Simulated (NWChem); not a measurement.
Molecule: CH6O2Si2; SMILES [SiH]1(O[SiH2]O1)C

```xyz
11

C      0.6254     2.2537     0.0000
Si    -0.4845     0.7587     0.0000
O     -0.1143    -0.4031    -1.2161
Si     0.2340    -1.5571     0.0000
O     -0.1143    -0.4031     1.2161
H      0.4309     2.8773     0.8968
H      1.6923     1.9552     0.0000
H      0.4309     2.8773    -0.8968
H     -1.9343     1.1444     0.0000
H      1.6621    -2.0165     0.0000
H     -0.6979    -2.7321     0.0000
```
Atoms are numbered in this order, from 1.

Computed with NWChem. Coordinates come from a PBE-D3(BJ)/def2-SVP optimisation. Ions are spin-unrestricted doublets at the neutral geometry; other ion states weren't tried.

For level BHandHLYP/def2-SVP:

```yaml
vertical ionisation energy, ΔSCF (eV): 10.78
"−ε(HOMO) (eV)": 9.69
```

Task: How do the values read with level LDA (Slater exchange, VWN5)/def2-SVP instead?

Result: 
- vertical ionisation energy, ΔSCF (eV) = 9.77
- −ε(HOMO) (eV) = 6.90
